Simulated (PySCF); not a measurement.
Compound: C5H8Cl2Si.
Atom-mapped SMILES: `[SiH3:1][C@H:2]1[C@H:3]([Cl:4])[CH:5]=[CH:6][C@@H:7]1[Cl:8]`

Geometry (GFN2-xTB, Å), atoms numbered from 1 in this order:
```
atom  x, y, z in Å
Si1    2.0056    0.3746    0.3921
C2     0.2249   -0.2640    0.6769
C3    -0.7836    0.8809    0.5880
Cl4   -2.1483    0.6753    1.7622
C5    -1.3363    0.7691   -0.7913
C6    -1.0081   -0.3854   -1.3541
C7    -0.1872   -1.2255   -0.4373
Cl8   -1.2305   -2.5731    0.1778
H9     2.9078   -0.7745    0.4255
H10    2.0577    1.0262   -0.9172
H11    2.3196    1.3317    1.4507
H12    0.1687   -0.7529    1.6499
H13   -0.3675    1.8610    0.8227
H14   -1.9632    1.5343   -1.2127
H15   -1.3161   -0.7399   -2.3214
H16    0.6489   -1.7288   -0.9232
```

Probes without a nucleus sit at each ring's centroid and 1 Å off its mean plane on both sides; NICS is minus the shielding there, NICSzz its component along the normal. Level: GIAO PBE0/pcSseg-1 (PySCF, non-relativistic, gas phase) on the GFN2-xTB geometry, one conformer.

Ring bond lengths (Å), with Mayer bond orders in brackets: C2–C3 1.528 (0.96), C3–C5 1.490 (1.00), C5–C6 1.326 (1.80), C6–C7 1.490 (1.00), C7–C2 1.528 (0.96).

Give the NICS values of each ring in ppm.

| ring | type | NICS(0) | NICS(1), two faces | NICS(1)zz, two faces | rms pucker (Å) | centre to ring atoms, mean (Å) |
| --- | --- | --- | --- | --- | --- | --- |
| C2–C3–C5–C6–C7 | 5-membered carbocycle; formal bonds 1 double, 4 single | -2.6 | -2.2 / -5.4 | -2.0 / -8.2 | 0.09 | 1.25 |

What can be read from them?

- C2–C3–C5–C6–C7: mean NICS(1)zz -5.1 ppm, shielded. C2, C3, C7 have four or more neighbours, and the NICS criterion for π rings isn't applied. The two faces differ by 6.2 ppm, so no symmetry operation interchanges them.

Give the inner angles of the rings and the Hirshfeld charges of the ring atoms.

- C2–C3–C5–C6–C7: C2 104.5° (-0.121 e), C3 104.0° (+0.008 e), C5 111.5° (-0.044 e), C6 111.5° (-0.044 e), C7 104.0° (+0.007 e); sum 535.6° against 540° for a flat convex ring.
